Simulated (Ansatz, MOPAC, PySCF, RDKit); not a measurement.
Pair of molecules: NH3 (SMILES N) (first 4 atoms) with C2H6O (SMILES CCO); geometry from B3LYP-D3(BJ)/def2-TZVP, rigid monomers moved along the line of their centres of mass till N1···H13 is 2.69 Å.
(charge 0, multiplicity 1):
```xyz
13

N      0.0276    -0.0664     0.4609
H     -0.9204    -0.3453     0.2349
H      0.2749     0.7025    -0.1520
H      0.6387    -0.8444     0.2399
C     -0.1389    -1.2377     5.0033
C     -0.5211     0.2264     4.8268
O      0.3630     0.9265     3.9734
H     -0.8110    -1.7358     5.7075
H      0.8820    -1.3202     5.3802
H     -0.1927    -1.7708     4.0508
H     -1.5567     0.2973     4.4636
H     -0.4875     0.7373     5.7919
H      0.2566     0.5765     3.0675
```

Counterpoise-corrected where a basis set is named; no monomer relaxation. Rows marked so take none. RDKit's UFF carries no charges.

Correlated levels freeze the cores. Rows in 3-21G, 6-311+G**, 6-31G* carry no dispersion term and start afresh at each structure (6-31G* with six Cartesian d functions). MP2/6-31G* freezes PySCF's default core. The state reached by PM7 isn't checked; PM7 holds dispersion and hydrogen-bond terms.

Programs: Ansatz (an electronic-structure program) with Gaussian orbitals; MOPAC for PM7 (differences of heats of formation); PySCF for 3-21G rows, 6-311+G** rows, 6-31G* rows, the dispersion terms; RDKit for the force fields. Values without a source in brackets are computed.

```csv
level,interaction energy (meV)
UFF,-13.8
PM7,-191.8
HF/3-21G (no counterpoise),-275.9
r2SCAN/def2-TZVPPD,-165.8
B3LYP/6-311+G** (no counterpoise),-180.2
B3LYP-D4/def2-TZVPPD,…
PBE0-D3(BJ)/def2-TZVPPD,-182.8
MP2/6-31G* (no counterpoise),…
CCSD(T)/aug-cc-pVDZ,-168.6
```

Question: Some entries are withheld; supply them.

Answer: 
- B3LYP-D4/def2-TZVPPD, interaction energy (meV): -175.4
- MP2/6-31G* (no counterpoise), interaction energy (meV): -245.2
